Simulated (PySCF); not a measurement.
Isomers of C7H8S, one GFN2-xTB conformer each. Single-point energies are computed at PBE0/pcSseg-1 (PySCF, gas phase, no added dispersion term), electronic only.

```tsv
SMILES	GFN2-xTB relative energy (kcal/mol)
CSc1ccccc1	2.9
C=CCc1cccs1	21.7
C=CCC#CC(C)=S	59.7
c1csc(C2CC2)c1	13.6
CC#CC(S)C#CC	70.3
SCc1ccccc1	0.0
```

Conformers: `[CH3:1][S:2][c:3]1[cH:4][cH:5][cH:6][cH:7][cH:8]1` with C1–S2–C3–C4 1°; `[CH2:1]=[CH:2][CH2:3][c:4]1[cH:5][cH:6][cH:7][s:8]1` with C1–C2–C3–C4 -122°, C2–C3–C4–C5 79°; `[CH2:1]=[CH:2][CH2:3][C:4]#[C:5][C:6]([CH3:7])=[S:8]` with C1–C2–C3–C4 122°; `[cH:1]1[cH:2][s:3][c:4]([CH:5]2[CH2:6][CH2:7]2)[cH:8]1` with S3–C4–C5–C6 -37°; `[CH3:1][C:2]#[C:3][CH:4]([SH:5])[C:6]#[C:7][CH3:8]` with C3–C4–S5–H -54°; `[SH:1][CH2:2][c:3]1[cH:4][cH:5][cH:6][cH:7][cH:8]1` with H–S1–C2–C3 -56°, S1–C2–C3–C4 -81°.

Question: What does PBE0/pcSseg-1 give for the same structures?

Answer: 
```
        SMILES  PBE0/pcSseg-1 E (Eh)  PBE0/pcSseg-1 (kcal/mol)  GFN2-xTB (kcal/mol)  point group
    SCc1ccccc1            -669.23121                       0.0                  0.0           C1
    CSc1ccccc1            -669.22907                       1.3                  2.9           Cs
   C=CCc1cccs1            -669.19388                      23.4                 21.7           C1
c1csc(C2CC2)c1            -669.19276                      24.1                 13.6      near Cs
 C=CCC#CC(C)=S            -669.12147                      68.9                 59.7           C1
  CC#CC(S)C#CC            -669.09016                      88.5                 70.3            –
```

Both levels put the same isomer lowest; measured from each level's own lowest isomer, the values differ by up to 18.2 kcal/mol (CC#CC(S)C#CC: 70.3 against 88.5). As drawn, the lowest has an aromatic ring, which the highest lacks; the highest has a C≡C bond, which the lowest lacks. Neighbours under 2.5 kcal/mol apart (SCc1ccccc1 and CSc1ccccc1; C=CCc1cccs1 and c1csc(C2CC2)c1) can change places with a better method, another conformer or zero-point energy.

Question: Which frontier levels, dipoles and rotational constants go with these structures?

Answer: 
```
        SMILES  HOMO (eV, PBE0/pcSseg-1)  LUMO (eV)  dipole (D)       A, B, C (MHz)
    SCc1ccccc1                     -6.69      -0.52        1.58   4121, 1027, 919.0
    CSc1ccccc1                     -6.08      -0.26        1.42   4278, 1174, 926.7
   C=CCc1cccs1                     -6.62      -0.44        0.48   3997, 1096, 935.9
c1csc(C2CC2)c1                     -6.31      -0.29        0.78    4182, 1328, 1094
 C=CCC#CC(C)=S                     -6.32      -2.49        3.31  3626, 683.5, 604.7
  CC#CC(S)C#CC                     -6.79      -0.15        1.81  1849, 962.0, 668.2
```

Question: As an exercise, what shares would exp(−E/RT) give at 2000 K from these electronic energies alone (no entropy, no degeneracies)?

Answer: RT = 3.974 kcal/mol: SCc1ccccc1 58.2 %, CSc1ccccc1 41.5 %, C=CCc1cccs1 0.2 %, c1csc(C2CC2)c1 0.1 %, C=CCC#CC(C)=S under 0.1 %, CC#CC(S)C#CC under 0.1 %.
